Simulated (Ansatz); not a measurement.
Nudged elastic band run: CH$_{6}$NOSi, charge +1

The input (input.yaml):

```yaml
crystal:
  periodic: [false, false, false]
  atoms:
    - { symbol: "N", position_ang: [-0.658121, 1.237265, -0.52645] }
    - { symbol: Si, position_ang: [0.194292, -0.396497, -1.202822] }
    - { symbol: C, position_ang: [0.649476, -1.096591, 0.41955] }
    - { symbol: O, position_ang: [0.8483, -0.326029, 1.479104] }
    - { symbol: H, position_ang: [-0.468912, 2.072921, -1.105887] }
    - { symbol: H, position_ang: [-1.686845, 1.155365, -0.441808] }
    - { symbol: H, position_ang: [-0.98145, -1.179071, -1.717006] }
    - { symbol: H, position_ang: [1.035958, -2.137049, 0.478697] }
    - { symbol: H, position_ang: [1.360054, -0.768534, 2.191879] }
    - { symbol: H, position_ang: [-0.292751, 1.43821, 0.424742] }
total_charge: 1
basis:
  gaussian: { orbitals: def2-SVP }
hamiltonian:
  xc: pbe
  dispersion: d4
neb:
  order_check: false
  images: 7
  f_tol: 0.05
  max_iterations: 60
  final_atoms:
    - { symbol: "N", position_ang: [-1.22267806, 1.42696376, -1.19999411] }
    - { symbol: Si, position_ang: [-0.58896053, -0.00944235, -0.58859352] }
    - { symbol: C, position_ang: [0.64562052, -0.0638626, 0.64354701] }
    - { symbol: O, position_ang: [1.09467042, -1.40822895, 1.07300034] }
    - { symbol: H, position_ang: [-0.94359798, 2.36668154, -0.90643077] }
    - { symbol: H, position_ang: [-1.94629556, 1.43246103, -1.92396057] }
    - { symbol: H, position_ang: [-1.15339964, -1.25288456, -1.1710013] }
    - { symbol: H, position_ang: [1.16976063, 0.73918309, 1.17858173] }
    - { symbol: H, position_ang: [0.90267405, -1.62356941, 2.01778713] }
    - { symbol: H, position_ang: [2.04220716, -1.60731155, 0.87706307] }
  initial_path:
    images:
      - { positions_ang: [[-0.658121, 1.237265, -0.52645], [0.194292, -0.396497, -1.202822], [0.649476, -1.096591, 0.41955], [0.8483, -0.326029, 1.479104], [-0.468912, 2.072921, -1.105887], [-1.686845, 1.155365, -0.441808], [-0.98145, -1.179071, -1.717006], [1.035958, -2.137049, 0.478697], [1.360054, -0.768534, 2.191879], [-0.292751, 1.43821, 0.424742]] }
      - { positions_ang: [[-0.58934733, 1.27424526, -0.65316696], [0.01184679, -0.37907231, -1.10883688], [0.69141259, -1.00121707, 0.37860702], [0.75717181, -0.4654853, 1.53208083], [-0.4002871, 1.98888829, -1.32066468], [-1.54273974, 1.35927165, -0.49130824], [-1.10641664, -1.18009848, -1.66033615], [1.22559728, -1.87921087, 0.3700004], [1.28602637, -0.65293923, 2.20097806], [-0.33326304, 0.93560805, 0.7526456]] }
      - { positions_ang: [[-0.52057366, 1.31122553, -0.77988393], [-0.17059841, -0.36164762, -1.01485176], [0.73334918, -0.90584314, 0.33766403], [0.66604361, -0.6049416, 1.58505766], [-0.33166221, 1.90485559, -1.53544236], [-1.39863447, 1.56317829, -0.54080848], [-1.23138328, -1.18112596, -1.6036663], [1.41523656, -1.62137273, 0.2613038], [1.21199875, -0.53734446, 2.21007712], [-0.37377507, 0.4330061, 1.08054921]] }
      - { positions_ang: [[-0.45179999, 1.34820579, -0.90660089], [-0.35304362, -0.34422294, -0.92086664], [0.77528578, -0.81046921, 0.29672105], [0.57491542, -0.7443979, 1.6380345], [-0.26303731, 1.82082288, -1.75022004], [-1.25452921, 1.76708494, -0.59030873], [-1.35634992, -1.18215343, -1.54699645], [1.60487585, -1.3635346, 0.1526072], [1.13797112, -0.42174969, 2.21917619], [-0.41428711, -0.06959584, 1.40845281]] }
      - { positions_ang: [[-0.38302632, 1.38518606, -1.03331785], [-0.53548882, -0.32679825, -0.82688152], [0.81722237, -0.71509528, 0.25577807], [0.48378722, -0.8838542, 1.69101133], [-0.19441242, 1.73679017, -1.96499772], [-1.11042395, 1.97099158, -0.63980897], [-1.48131656, -1.18318091, -1.4903266], [1.79451513, -1.10569647, 0.04391061], [1.06394349, -0.30615491, 2.22827525], [-0.45479914, -0.57219779, 1.73635641]] }
      - { positions_ang: [[-0.59293926, 1.39563048, -1.07498692], [-0.54885675, -0.24745928, -0.76730952], [0.77432191, -0.55228711, 0.3527203], [0.63650802, -1.01494789, 1.53650858], [-0.38170881, 1.89426302, -1.70035598], [-1.31939185, 1.83635894, -0.96084687], [-1.39933733, -1.20060682, -1.41049528], [1.6383265, -0.64447658, 0.32757839], [1.02362613, -0.63550854, 2.17565322], [0.16945243, -0.83097623, 1.52153308]] }
      - { positions_ang: [[-0.80285219, 1.40607491, -1.11665598], [-0.56222467, -0.1681203, -0.70773752], [0.73142144, -0.38947894, 0.44966254], [0.78922882, -1.14604157, 1.38200583], [-0.5690052, 2.05173586, -1.43571424], [-1.52835976, 1.70172631, -1.28188477], [-1.3173581, -1.21803274, -1.33066395], [1.48213788, -0.18325669, 0.61124617], [0.98330877, -0.96486216, 2.12303119], [0.79370401, -1.08975467, 1.30670974]] }
      - { positions_ang: [[-1.01276513, 1.41651933, -1.15832505], [-0.5755926, -0.08878133, -0.64816552], [0.68852098, -0.22667077, 0.54660477], [0.94194962, -1.27713526, 1.22750309], [-0.75630159, 2.2092087, -1.17107251], [-1.73732766, 1.56709367, -1.60292267], [-1.23537887, -1.23545865, -1.25083263], [1.32594925, 0.2779632, 0.89491395], [0.94299141, -1.29421579, 2.07040916], [1.41795558, -1.34853311, 1.0918864]] }
      - { positions_ang: [[-1.22267806, 1.42696376, -1.19999411], [-0.58896053, -0.00944235, -0.58859352], [0.64562052, -0.0638626, 0.64354701], [1.09467042, -1.40822895, 1.07300034], [-0.94359798, 2.36668154, -0.90643077], [-1.94629556, 1.43246103, -1.92396057], [-1.15339964, -1.25288456, -1.1710013], [1.16976063, 0.73918309, 1.17858173], [0.90267405, -1.62356941, 2.01778713], [2.04220716, -1.60731155, 0.87706307]] }
```

Launched with:

```bash
$ ansatz run input.yaml --threads 1 --pin off --max-ram 2048MiB --backend cpu --events-out ev --progress --plain --runs-dir out
```

Output, in part (warnings, iteration lines):

```
NEB end point (image 0): max|allowed force component| = 1.063e-2 eV/Å (the criterion of neb.relax_end_points is 1.000e-2)
NEB end point (image 8): max|allowed force component| = 7.365e-3 eV/Å (the criterion of neb.relax_end_points is 1.000e-2)
NEB iter   1: max|band force component| = 8.996e3 eV/Å  barrier→ = 779.9786 eV  barrier← = 778.7473 eV  Δτ_max = 0.1972 Å  (406 SCF iters)
NEB iter   2: max|band force component| = 3.438e2 eV/Å  barrier→ = 67.9445 eV  barrier← = 66.7132 eV  Δτ_max = 0.1862 Å  (284 SCF iters)
NEB iter   3: max|band force component| = 3.085e2 eV/Å  barrier→ = 61.2602 eV  barrier← = 60.0289 eV  Δτ_max = 0.2000 Å  (254 SCF iters)
NEB iter   4: max|band force component| = 1.634e2 eV/Å  barrier→ = 39.0909 eV  barrier← = 37.8596 eV  Δτ_max = 0.1979 Å  (239 SCF iters)
NEB iter   5: max|band force component| = 1.256e2 eV/Å  barrier→ = 27.0395 eV  barrier← = 25.8082 eV  Δτ_max = 0.2000 Å  (238 SCF iters)
NEB iter   6: max|band force component| = 9.135e1 eV/Å  barrier→ = 23.3210 eV  barrier← = 22.0897 eV  Δτ_max = 0.1008 Å  (251 SCF iters)
NEB iter   7: max|band force component| = 8.224e1 eV/Å  barrier→ = 21.2456 eV  barrier← = 20.0143 eV  Δτ_max = 0.0505 Å  (217 SCF iters)
NEB iter   8: max|band force component| = 6.978e1 eV/Å  barrier→ = 19.2998 eV  barrier← = 18.0685 eV  Δτ_max = 0.1008 Å  (216 SCF iters)
NEB iter   9: max|band force component| = 3.965e1 eV/Å  barrier→ = 14.8513 eV  barrier← = 13.6200 eV  Δτ_max = 0.2000 Å  (216 SCF iters)
NEB iter  10: max|band force component| = 2.676e1 eV/Å  barrier→ = 14.7289 eV  barrier← = 13.4976 eV  Δτ_max = 0.2000 Å  (231 SCF iters)
NEB iter  11: max|band force component| = 1.688e1 eV/Å  barrier→ = 12.2028 eV  barrier← = 10.9715 eV  Δτ_max = 0.2000 Å  (243 SCF iters)
NEB iter  12: max|band force component| = 1.201e1 eV/Å  barrier→ = 10.2311 eV  barrier← = 8.9998 eV  Δτ_max = 0.2000 Å  (244 SCF iters)
NEB iter  13: max|band force component| = 9.763e0 eV/Å  barrier→ = 8.5228 eV  barrier← = 7.2915 eV  Δτ_max = 0.1990 Å  (246 SCF iters)
NEB iter  14: max|band force component| = 9.623e0 eV/Å  barrier→ = 6.5075 eV  barrier← = 5.2762 eV  Δτ_max = 0.1003 Å  (227 SCF iters)
NEB iter  15: max|band force component| = 5.448e0 eV/Å  barrier→ = 5.3140 eV  barrier← = 4.0827 eV  Δτ_max = 0.2000 Å  (217 SCF iters)
NEB iter  16: max|band force component| = 5.354e0 eV/Å  barrier→ = 4.6309 eV  barrier← = 3.3996 eV  Δτ_max = 0.2000 Å  (227 SCF iters)
NEB iter  17: max|band force component| = 4.662e0 eV/Å  barrier→ = 4.1405 eV  barrier← = 2.9092 eV  Δτ_max = 0.2000 Å  (211 SCF iters)
NEB iter  18: max|band force component| = 3.760e0 eV/Å  barrier→ = 3.3438 eV  barrier← = 2.1125 eV  Δτ_max = 0.1977 Å  (215 SCF iters)
NEB iter  19: max|band force component| = 1.733e1 eV/Å  barrier→ = 5.3104 eV  barrier← = 4.0790 eV  Δτ_max = 0.0999 Å  (218 SCF iters)
NEB iter  20: max|band force component| = 1.009e1 eV/Å  barrier→ = 3.6838 eV  barrier← = 2.4525 eV  Δτ_max = 0.1996 Å  (203 SCF iters)
NEB iter  21: max|band force component| = 4.309e0 eV/Å  barrier→ = 2.8381 eV  barrier← = 1.6068 eV  Δτ_max = 0.2000 Å  (231 SCF iters)
NEB iter  22: max|band force component| = 3.707e0 eV/Å  barrier→ = 2.5441 eV  barrier← = 1.3128 eV  Δτ_max = 0.1995 Å  (224 SCF iters)
NEB iter  23: max|band force component| = 4.204e0 eV/Å  barrier→ = 2.3619 eV  barrier← = 1.1305 eV  Δτ_max = 0.2000 Å  (228 SCF iters)
NEB iter  24: max|band force component| = 3.749e0 eV/Å  barrier→ = 2.2107 eV  barrier← = 0.9794 eV  Δτ_max = 0.2000 Å  (212 SCF iters)
NEB iter  25: max|band force component| = 2.625e0 eV/Å  barrier→ = 2.2382 eV  barrier← = 1.0069 eV  Δτ_max = 0.1985 Å  (223 SCF iters)
NEB iter  26: max|band force component| = 2.278e0 eV/Å  barrier→ = 2.3474 eV  barrier← = 1.1161 eV  Δτ_max = 0.1535 Å  (214 SCF iters)
NEB iter  27: max|band force component| = 1.355e0 eV/Å  barrier→ = 2.3783 eV  barrier← = 1.1470 eV  Δτ_max = 0.2000 Å  (207 SCF iters)
NEB iter  28: max|band force component| = 1.433e0 eV/Å  barrier→ = 2.3991 eV  barrier← = 1.1678 eV  Δτ_max = 0.0995 Å  (221 SCF iters)
NEB iter  29: max|band force component| = 1.481e0 eV/Å  barrier→ = 2.4020 eV  barrier← = 1.1707 eV  Δτ_max = 0.2000 Å  (207 SCF iters)
NEB iter  30: max|band force component| = 1.816e0 eV/Å  barrier→ = 2.4383 eV  barrier← = 1.2070 eV  Δτ_max = 0.1008 Å  (213 SCF iters)
NEB iter  31: max|band force component| = 1.769e0 eV/Å  barrier→ = 2.4378 eV  barrier← = 1.2065 eV  Δτ_max = 0.1780 Å  (208 SCF iters)
NEB iter  32: max|band force component| = 1.913e0 eV/Å  barrier→ = 2.4766 eV  barrier← = 1.2453 eV  Δτ_max = 0.2000 Å  (206 SCF iters)
NEB iter  33: max|band force component| = 2.564e0 eV/Å  barrier→ = 2.6186 eV  barrier← = 1.3873 eV  Δτ_max = 0.2000 Å  (207 SCF iters)
NEB iter  34: max|band force component| = 2.960e0 eV/Å  barrier→ = 2.7331 eV  barrier← = 1.5018 eV  Δτ_max = 0.2000 Å  (211 SCF iters)
NEB iter  35: max|band force component| = 2.622e0 eV/Å  barrier→ = 2.6959 eV  barrier← = 1.4646 eV  Δτ_max = 0.1869 Å  (214 SCF iters)
NEB iter  36: max|band force component| = 1.661e0 eV/Å  barrier→ = 2.5547 eV  barrier← = 1.3234 eV  Δτ_max = 0.1891 Å  (210 SCF iters)
NEB iter  37: max|band force component| = 1.813e0 eV/Å  barrier→ = 2.4355 eV  barrier← = 1.2042 eV  Δτ_max = 0.1984 Å  (206 SCF iters)
NEB iter  38: max|band force component| = 1.430e0 eV/Å  barrier→ = 2.2427 eV  barrier← = 1.0114 eV  Δτ_max = 0.1984 Å  (203 SCF iters)
NEB iter  39: max|band force component| = 8.915e-1 eV/Å  barrier→ = 2.0789 eV  barrier← = 0.8476 eV  Δτ_max = 0.1940 Å  (212 SCF iters)
NEB iter  40: max|band force component| = 4.945e-1 eV/Å  barrier→ = 2.0652 eV  barrier← = 0.8339 eV  CI = image 3  Δτ_max = 0.2000 Å  (213 SCF iters)
NEB iter  41: max|band force component| = 5.124e-1 eV/Å  barrier→ = 1.9042 eV  barrier← = 0.6729 eV  CI = image 3  Δτ_max = 0.1004 Å  (219 SCF iters)
NEB iter  42: max|band force component| = 3.843e-1 eV/Å  barrier→ = 1.8073 eV  barrier← = 0.5760 eV  CI = image 3  Δτ_max = 0.1002 Å  (205 SCF iters)
NEB iter  43: max|band force component| = 3.334e-1 eV/Å  barrier→ = 1.7141 eV  barrier← = 0.4828 eV  CI = image 3  Δτ_max = 0.1007 Å  (199 SCF iters)
NEB iter  44: max|band force component| = 2.823e-1 eV/Å  barrier→ = 1.6265 eV  barrier← = 0.3952 eV  CI = image 3  Δτ_max = 0.1029 Å  (201 SCF iters)
NEB iter  45: max|band force component| = 5.146e-1 eV/Å  barrier→ = 1.6018 eV  barrier← = 0.3705 eV  CI = image 2  Δτ_max = 0.0999 Å  (203 SCF iters)
NEB iter  46: max|band force component| = 3.265e-1 eV/Å  barrier→ = 1.6285 eV  barrier← = 0.3972 eV  CI = image 3  Δτ_max = 0.1002 Å  (201 SCF iters)
NEB iter  47: max|band force component| = 4.964e-1 eV/Å  barrier→ = 1.5988 eV  barrier← = 0.3675 eV  CI = image 2  Δτ_max = 0.1003 Å  (198 SCF iters)
NEB iter  48: max|band force component| = 3.963e-1 eV/Å  barrier→ = 1.5947 eV  barrier← = 0.3634 eV  CI = image 3  Δτ_max = 0.2000 Å  (203 SCF iters)
NEB iter  49: max|band force component| = 5.936e-1 eV/Å  barrier→ = 1.7869 eV  barrier← = 0.5556 eV  CI = image 3  Δτ_max = 0.2000 Å  (217 SCF iters)
NEB iter  50: max|band force component| = 4.307e-1 eV/Å  barrier→ = 1.6012 eV  barrier← = 0.3699 eV  CI = image 3  Δτ_max = 0.2000 Å  (208 SCF iters)
NEB iter  51: max|band force component| = 3.672e-1 eV/Å  barrier→ = 1.6863 eV  barrier← = 0.4550 eV  CI = image 3  Δτ_max = 0.1994 Å  (212 SCF iters)
NEB iter  52: max|band force component| = 5.122e-1 eV/Å  barrier→ = 1.5879 eV  barrier← = 0.3566 eV  CI = image 2  Δτ_max = 0.1971 Å  (207 SCF iters)
NEB iter  53: max|band force component| = 4.214e-1 eV/Å  barrier→ = 1.6191 eV  barrier← = 0.3878 eV  CI = image 2  Δτ_max = 0.2000 Å  (207 SCF iters)
NEB iter  54: max|band force component| = 3.659e-1 eV/Å  barrier→ = 1.8087 eV  barrier← = 0.5774 eV  CI = image 2  Δτ_max = 0.2000 Å  (203 SCF iters)
NEB iter  55: max|band force component| = 4.446e-1 eV/Å  barrier→ = 1.7319 eV  barrier← = 0.5005 eV  CI = image 2  Δτ_max = 0.2000 Å  (204 SCF iters)
NEB iter  56: max|band force component| = 7.290e-1 eV/Å  barrier→ = 1.6687 eV  barrier← = 0.4374 eV  CI = image 2  Δτ_max = 0.2000 Å  (205 SCF iters)
NEB iter  57: max|band force component| = 5.299e-1 eV/Å  barrier→ = 1.8392 eV  barrier← = 0.6079 eV  CI = image 3  Δτ_max = 0.2000 Å  (210 SCF iters)
NEB iter  58: max|band force component| = 3.524e-1 eV/Å  barrier→ = 1.6409 eV  barrier← = 0.4096 eV  CI = image 3  Δτ_max = 0.2000 Å  (206 SCF iters)
NEB iter  59: max|band force component| = 7.725e-1 eV/Å  barrier→ = 1.6138 eV  barrier← = 0.3825 eV  CI = image 2  Δτ_max = 0.1986 Å  (207 SCF iters)
NEB iter  60: max|band force component| = 3.262e-1 eV/Å  barrier→ = 1.6156 eV  barrier← = 0.3843 eV  CI = image 2  Δτ_max = 0.1977 Å  (205 SCF iters)
Error: NEB band did not converge after 60 iterations: max|band force component| = 3.26e-1 eV/Å (threshold 5.0e-2); raise `neb.max_iterations` in a new run, which can start from the last band evaluated (`neb.initial_path`, with `crystal.atoms` and `neb.final_atoms` set to its first and last images), …
```

The run ended unconverged. The band didn't meet its force threshold, so its energies are provisional: the largest band force was still 0.33 eV/Å, and over the last iterations the top moved between 1.61 and 1.64 eV. Neighbouring images lie up to 2.7 Å apart, so the band is torn or far too coarse. Inner images lie below an end point, which means an intermediate or an end that isn't the lowest structure nearby. The orbitals stay closed-shell, which can raise the energy where a bond breaks towards radicals; this wasn't checked here. Limits of this set-up: the dipole of an ion depends on the origin.

Final band (atoms are numbered from 1 in the order of the input):

```json
{"image": "0", "path coordinate (Å)": "0.00", "energy (eV)": "0.00", "N1–H10 (Å)": "1.04", "O4–H10 (Å)": "2.35", "dihedral N1–Si2–C3–H8 (°)": "171"}
{"image": "1", "path coordinate (Å)": "2.74", "energy (eV)": "1.49", "N1–H10 (Å)": "3.19", "O4–H10 (Å)": "0.99", "dihedral N1–Si2–C3–H8 (°)": "164"}
{"image": "2", "path coordinate (Å)": "5.47", "energy (eV)": "1.62", "N1–H10 (Å)": "4.80", "O4–H10 (Å)": "0.99", "dihedral N1–Si2–C3–H8 (°)": "-142"}
{"image": "3", "path coordinate (Å)": "7.95", "energy (eV)": "1.60", "N1–H10 (Å)": "5.00", "O4–H10 (Å)": "0.99", "dihedral N1–Si2–C3–H8 (°)": "-41"}
{"image": "4", "path coordinate (Å)": "10.42", "energy (eV)": "1.25", "N1–H10 (Å)": "4.84", "O4–H10 (Å)": "0.99", "dihedral N1–Si2–C3–H8 (°)": "-7"}
{"image": "5", "path coordinate (Å)": "12.89", "energy (eV)": "1.24", "N1–H10 (Å)": "4.96", "O4–H10 (Å)": "0.99", "dihedral N1–Si2–C3–H8 (°)": "3"}
{"image": "6", "path coordinate (Å)": "15.35", "energy (eV)": "-0.57", "N1–H10 (Å)": "4.02", "O4–H10 (Å)": "2.12", "dihedral N1–Si2–C3–H8 (°)": "3"}
{"image": "7", "path coordinate (Å)": "17.82", "energy (eV)": "1.37", "N1–H10 (Å)": "4.73", "O4–H10 (Å)": "0.99", "dihedral N1–Si2–C3–H8 (°)": "3"}
{"image": "8", "path coordinate (Å)": "20.29", "energy (eV)": "1.23", "N1–H10 (Å)": "4.92", "O4–H10 (Å)": "0.99", "dihedral N1–Si2–C3–H8 (°)": "0"}
```

Time of the run: 17 min on 1 thread of Arm Neoverse V1, with other jobs on the host, peak memory 0.16 GiB.
